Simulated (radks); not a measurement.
Results of a calculation; reference values are marked as such.
Problem. All-electron atom: Mg I in [He] 2p6 3s2 4s2 (not the ground configuration). Level of theory: Dirac Kohn-Sham, PBE, spin-unpolarised, spherical densities, finite nucleus; Fermi nuclear charge, rms radius 3.057 fm (a radial shooting solver on a logarithmic mesh with Libxc functionals). Some entries of the table are withheld. Estimate them.

orbital  occ.  eigenvalue (hartree)  r(max) (bohr)
1s1/2       2             -48.25065        0.08498
2p1/2       2                   (1)         0.4560
2p3/2       4                   (2)         0.4574
3s1/2       2                   (3)            (4)
4s1/2       2              -0.09616          5.443

Solution. 
(1) 2p1/2 eigenvalue (hartree): -3.21093
(2) 2p3/2 eigenvalue (hartree): -3.19835
(3) 3s1/2 eigenvalue (hartree): -0.59626
(4) 3s1/2 r(max) (bohr): 1.882
